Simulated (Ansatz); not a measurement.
Reactions of CHBF₂O, SMILES `O=CB(F)F`.

Isolated molecules relaxed with PBE0-D4/def2-TZVP in Ansatz; ΔE leaves out vibrations. CCSD(T)/CBS adds triple-zeta CCSD(T) − MP2 to the extrapolated MP2 energy (def2 sets, frozen cores). This one scheme is used for every species. def2 core potentials past Kr. For Br, I outer-core shells are correlated without core-valence functions, which leaves a few kJ/mol of doubt a bond. Scalar relativity is left out up to krypton. One conformer a species, not always the lowest.

Order these by ΔE at CCSD(T)/CBS, lowest first. (Estimate.)
A. `O=CB(F)F` + HBr → `FB(F)Br` + `C=O`
B. `O=CB(F)F` + CH₄ → `CB(F)F` + `C=O`
C. `O=CB(F)F` + HI → `FB(F)I` + `C=O`
D. `O=CB(F)F` + `N[SiH3]` → `FB(F)N[SiH3]` + `C=O`
E. `O=CB(F)F` + `CN[SiH3]` → `CN[SiH2]C=O` + `FBF`

D (-31.2 kcal/mol), A (-19.1 kcal/mol), C (-15.2 kcal/mol), B (-6.1 kcal/mol), E (-2.4 kcal/mol).

Largest T1 diagnostic: 0.015, for `C=O`.
